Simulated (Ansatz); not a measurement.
`BO/C=N\[SiH3]`. Total charge 0; spin multiplicity 1. Geometry: relaxed with PBE0-D4/def2-TZVP. It is one conformer, not always the lowest.

```xyz
11

B    -0.773    2.185    0.318
O    -0.191    0.972    0.129
C    -0.946   -0.176    0.028
N    -0.463   -1.307   -0.139
Si    1.239   -1.676   -0.278
H    -1.966    2.262    0.398
H    -0.042    3.123    0.394
H    -2.020    0.022    0.112
H     1.970   -1.270    0.951
H     1.362   -3.142   -0.454
H     1.830   -0.993   -1.458
```

Question: What is the dipole moment at r2SCAN/def2-TZVPP? (Estimate.)

Answer: Ansatz gave: 1.36 D, with components (-0.65, 1.18, 0.19) D in this frame, pointing from negative to positive charge.

Question: And with PBE, B3LYP, ωB97M-V? (An estimate is asked.)

Answer: The calculation gave: PBE 1.19 D, B3LYP 1.39 D, ωB97M-V 1.44 D.

Question: Give the Mulliken charges with r2SCAN, B3LYP, ωB97M-V in def2-TZVPP. (An estimate is asked.)

Answer: Ansatz gave: 
```csv
atom,r2SCAN,B3LYP,ωB97M-V
B1,0.15,0.07,0.01
O2,-0.28,-0.27,-0.27
C3,0.22,0.13,0.16
N4,-0.35,-0.28,-0.31
Si5,0.39,0.38,0.26
H6,-0.01,0.02,0.06
H7,0.00,0.03,0.07
H8,0.09,0.11,0.11
H9,-0.07,-0.07,-0.03
H10,-0.07,-0.07,-0.02
H11,-0.07,-0.07,-0.03
```

B3LYP here is the variant with VWN-RPA as its local correlation; programs differ in this.
